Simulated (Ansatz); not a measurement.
Ga₇P₇. The state is a singlet with charge 0. Geometry PBE-D4/def2-SVP; atoms count from 1.

```xyz
14

Ga    1.5143   -0.3729    2.7905
Ga   -1.2804   -2.2603   -1.3979
Ga   -0.6312   -1.5405    1.4327
Ga    2.0249   -1.0624   -2.1314
Ga   -0.5787    2.0902   -0.3373
Ga    1.5613    2.3962    1.4338
Ga   -1.2500    0.3165   -2.6504
P    -0.1123   -1.5180    3.6831
P     2.7582    0.4549    1.0173
P    -2.2591   -2.8215    0.4680
P    -0.3114   -1.6313   -3.3579
P    -0.0266    3.8430    1.0612
P    -2.1990    2.1495   -1.9476
P     0.7899   -0.0433   -0.0641
```

Single mean-field runs in def2-TZVP are fitted with def2-universal-jkfit.

Estimate the Mulliken populations from the PBE0/def2-TZVP orbitals of Ansatz.


```
atom  charge (e)
 Ga1        0.21
 Ga2        0.20
 Ga3        0.26
 Ga4        0.30
 Ga5        0.26
 Ga6        0.21
 Ga7        0.20
  P8       -0.17
  P9       -0.10
 P10       -0.18
 P11       -0.22
 P12       -0.17
 P13       -0.18
 P14       -0.61
```
Mulliken values depend strongly on the basis.

And the Mayer bond orders between heavy atoms (over 0.3)?

Ga1–P8 1.57 (2.18 Å); Ga1–P9 0.90 (2.32 Å); Ga2–P10 1.53 (2.18 Å); Ga2–P11 1.10 (2.28 Å); Ga3–P8 1.11 (2.31 Å); Ga3–P10 1.19 (2.29 Å); Ga3–P14 0.54 (2.55 Å); Ga4–P11 0.53 (2.70 Å); Ga4–P14 0.45 (2.61 Å); Ga5–P12 1.11 (2.31 Å); Ga5–P13 1.19 (2.29 Å); Ga5–P14 0.54 (2.55 Å); Ga6–P9 0.90 (2.32 Å); Ga6–P12 1.57 (2.18 Å); Ga7–P11 1.10 (2.27 Å); Ga7–P13 1.53 (2.18 Å); P9–P14 0.95 (2.30 Å).
